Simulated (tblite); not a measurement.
Compound: C₈H₁₀ (charge -1 and doublet state).
SMILES with atom numbers: `[CH2-:1][CH:2][CH2:3]/[CH:4]=[CH:5]\[C:6]#[C:7][CH3:8]` (hydrogens: H9, H10 on C1; H11 on C2; H12, H13 on C3; H14 on C4; H15 on C5; H16, H17, H18 on C8)
Bond orders are those of one Lewis drawing.

Computed with GFN2-xTB (tblite), gas phase: L-BFGS steps from a force-field or distance-geometry start until the largest atomic force falls under 0.01 eV/Å.

Step 0: E = -602.5134 eV
```
atom  x, y, z in Å  |  force x, y, z in eV/Å
C1     -3.3761   -0.1651    0.3413    1.600   0.788   0.288
C2     -1.9944   -0.6986    0.6317   -1.833  -1.188   0.883
C3     -1.0679   -0.6210   -0.5509   -0.452  -0.143  -1.017
C4     -0.9682    0.8208   -0.9496   -0.328  -1.368  -0.069
C5      0.1788    1.4719   -0.9548    2.067   0.237   0.199
C6      1.3893    0.7924   -0.5991   -0.209   0.648  -0.270
C7      2.4238    0.2391   -0.3052    0.537   0.032  -0.205
C8      3.6926   -0.4237    0.0452   -1.008  -0.689   0.424
H9     -3.3516    0.9313    0.6124   -0.963  -0.760   0.049
H10    -3.5206   -0.2638   -0.7556   -0.307   0.555  -0.425
H11    -2.1631   -1.7725    0.9604    0.919   0.754   0.319
H12    -0.0784   -1.0581   -0.3694   -0.040   0.171   0.188
H13    -1.5087   -1.2225   -1.3923    0.142   0.305  -0.134
H14    -1.8617    1.3380   -1.2204   -0.479   0.043  -0.093
H15     0.2565    2.5257   -1.2423    0.111  -0.259   0.173
H16     3.4435   -1.0988    0.9123    0.546   0.672  -0.443
H17     4.0429   -1.1146   -0.7531   -0.078   0.665   0.231
H18     4.4545    0.3256    0.3129   -0.225  -0.464  -0.098
```

Step 1: E = -602.7343 eV
```
atom  x, y, z in Å  |  force x, y, z in eV/Å
C1     -3.3532   -0.1538    0.3454    0.846   0.334  -0.167
C2     -2.0206   -0.7156    0.6444   -0.881  -0.427   0.115
C3     -1.0743   -0.6230   -0.5654   -0.357  -0.407  -0.286
C4     -0.9729    0.8013   -0.9505    1.013   0.168  -0.203
C5      0.2083    1.4753   -0.9519   -0.380  -0.554   0.044
C6      1.3863    0.8016   -0.6030    1.477  -0.234   0.195
C7      2.4314    0.2396   -0.3081   -0.783   0.647  -0.500
C8      3.6782   -0.4335    0.0512   -0.334  -0.106   0.101
H9     -3.3654    0.9205    0.6131   -0.876  -0.400   0.238
H10    -3.5250   -0.2559   -0.7617   -0.182   0.568  -0.088
H11    -2.1500   -1.7617    0.9649    0.718   0.174   0.539
H12    -0.0789   -1.0557   -0.3667   -0.228   0.193   0.142
H13    -1.5066   -1.2181   -1.3942   -0.014   0.067  -0.300
H14    -1.8686    1.3386   -1.2218   -0.106  -0.132  -0.010
H15     0.2581    2.5220   -1.2398    0.138  -0.057   0.130
H16     3.4513   -1.0892    0.9060    0.333   0.246   0.032
H17     4.0418   -1.1051   -0.7498   -0.059   0.457   0.114
H18     4.4513    0.3190    0.3115   -0.326  -0.537  -0.095
```

Task: Estimate the geometry and energy of step 2. (The exact step hangs on the optimiser's Hessian estimate; all steps are aligned on step 1, rigid shifts and turns removed.)

Result: E = -602.8174 eV, largest force 3.408 eV/Å
```
atom  x, y, z in Å  |  force x, y, z in eV/Å
C1     -3.3221   -0.1401    0.3450   -0.318  -0.143  -0.594
C2     -2.0545   -0.7349    0.6548    0.401   0.471  -0.527
C3     -1.0854   -0.6321   -0.5804   -0.010  -0.183   0.310
C4     -0.9566    0.7917   -0.9551    0.191   0.250  -0.204
C5      0.2204    1.4669   -0.9492   -0.167  -0.338   0.007
C6      1.4125    0.8032   -0.6018   -2.325   1.714  -0.850
C7      2.4215    0.2522   -0.3196    2.968  -1.534   0.672
C8      3.6624   -0.4420    0.0571   -0.128   0.623  -0.411
H9     -3.3911    0.9057    0.6181   -0.776   0.114   0.488
H10    -3.5313   -0.2398   -0.7673   -0.043   0.561   0.088
H11    -2.1277   -1.7513    0.9782    0.499  -0.556   0.795
H12    -0.0837   -1.0504   -0.3623   -0.348   0.086   0.099
H13    -1.5056   -1.2140   -1.4012   -0.183  -0.184  -0.560
H14    -1.8751    1.3365   -1.2228    0.480  -0.360   0.098
H15     0.2618    2.5185   -1.2357    0.146  -0.166   0.176
H16     3.4627   -1.0782    0.9024    0.029  -0.179   0.505
H17     4.0399   -1.0901   -0.7455   -0.094   0.228  -0.041
H18     4.4430    0.3044    0.3088   -0.322  -0.404  -0.052
```

The energy changes by -0.0830 eV. The first-order estimate −F·Δx gives -0.2626 eV and the mean of the old and new forces, exact on a quadratic surface, -0.0801 eV. The step makes an angle of 28° with the force vector and moves no atom by more than 0.040 Å.

What follows is the cost of the whole relaxation. Time: 0.89 s wall. Hardware: one thread of an Arm Neoverse V1 (shared host).
